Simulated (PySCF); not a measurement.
**Structure revision by computed shifts**

A compound C5H14Si2 gives the data below (simulated from a calculation) and was assigned the structure `CC(C)[SiH2]/C=C/[SiH3]`.

13C{1H} NMR (computed): δ 168.7 (CH), 123.1 (CH), 43.7 (CH), 24.9 (CH3, 2C).

1H NMR (400 MHz, computed): δ 6.34 (m, 1H), 5.78 (m, 1H), 4.28 (m, 2H), 3.39 (t, 3H), 2.20 (m, 1H), 1.05 (d, 6H).

Computed data (PySCF 2.14.0 with density-fitted response routines): GFN2-xTB geometry, σ from GIAO-PBE0/pcSseg-1. No solvent, relativity neglected, rapidly exchanging positions averaged, a single conformation.

δ = σ(ref) − σ, references computed at the same level: 1H, 13C vs TMS.

Question: Compare with the shifts computed for the proposed structure, pairing carbons in order of shift.

Answer: Numbering as in the mapped SMILES `[CH3:1][CH:2]([CH3:3])[SiH2:4]/[CH:5]=[CH:6]/[SiH3:7]` (H(Xn): hydrogen on atom n).

```tsv
atom	computed for proposal	given list	difference
C5	159.9	168.7	-8.8
C6	153.9	123.1	+30.8
C1	21.3	43.7	-22.4
C3	21.3	24.9	-3.6
C2	16.5	24.9	-8.4
```

The rms difference is 17.9 ppm and the largest +30.8 ppm at C6 (alkene CH). The carbon types in order of shift don't match either: CH, CH, CH3, CH3, CH for the proposal against CH, CH, CH, CH3, CH3 in the data. The proposal doesn't fit.

Question: Which isomer fits?

Answer: `InChI=1S/C5H14Si2/c1-5(2)3-4-7-6/h3-5H,7H2,1-2,6H3/b4-3+`.

- Carbon types of the structure: 3 × CH, 2 × CH3, leaving 5 H on heteroatoms.
- δC 168.7, 123.1: alkene CH.
- δC 43.7: allylic sp3 CH; saturated and bonded to C and H only.
- δH 6.34, 5.78: hydrogen on an alkene CH; olefinic region.
- δH 2.20: hydrogen on an allylic sp3 CH; allylic position.

The shifts were computed for this structure.

Shifts are as computed. Against solution values, carbons near 30 ppm lie about +3 ppm off and those near 130 ppm about +5 ppm. Of 1211 compounds with measured shifts, 218 miss one by over three times the rms of a fit or turn the order of signals round; such compounds aren't used in these exercises. Multiplicities follow the n + 1 count of equivalent neighbours, as no J values were calculated; m marks all less simple cases, F and P coupling included.
